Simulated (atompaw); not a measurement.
Reading a pseudo-wave (hafnium (Hf))

Columns: radius, all-electron u(r) and pseudo u(r) of the 6s shell (level -5.11 eV) of hafnium in the configuration [Xe] 4f14 5d2 6s2 6p0; PBE, scalar-relativistic, PAW (atompaw) scheme, atompaw 4.2.0.5.

```
r (bohr)  all-electron  pseudo
   0.115       -0.0714  0.0238
   0.231       -0.0066  0.0480
   0.346        0.1676  0.0721
   0.462        0.1085  0.0968
   0.577       -0.0523  0.1217
   0.692       -0.1921  0.1472
   0.808       -0.2680  0.1734
   0.923       -0.2787  0.2002
   1.038       -0.2403  0.2277
   1.154       -0.1690  0.2563
   1.269       -0.0806  0.2854
   1.385        0.0153  0.3155
   1.500        0.1097  0.3460
   1.615        0.1987  0.3769
   1.731        0.2800  0.4082
   1.846        0.3511  0.4390
   1.962        0.4127  0.4693
   2.077        0.4640  0.4980
   2.192        0.5061  0.5248
   2.308        0.5400  0.5490
   2.423        0.5659  0.5695
   2.538        0.5850  0.5860
   2.654        0.5980  0.5981
   2.769        0.6055  0.6055
   2.885        0.6083  0.6082
   3.000        0.6069  0.6069
```

(1) How many radial nodes do the two functions have?

(2) Is the pseudo-wave norm-conserving?

Results:

(1) The all-electron 6s function has n − l − 1 = 5 (the table is too coarse to show those close to the nucleus); the pseudo-wave has 0, since the states of the same l below it are removed with the core.

(2) No, it belongs to a PAW set: the norm inside the radius is not constrained, and the difference is carried by the augmentation charge.
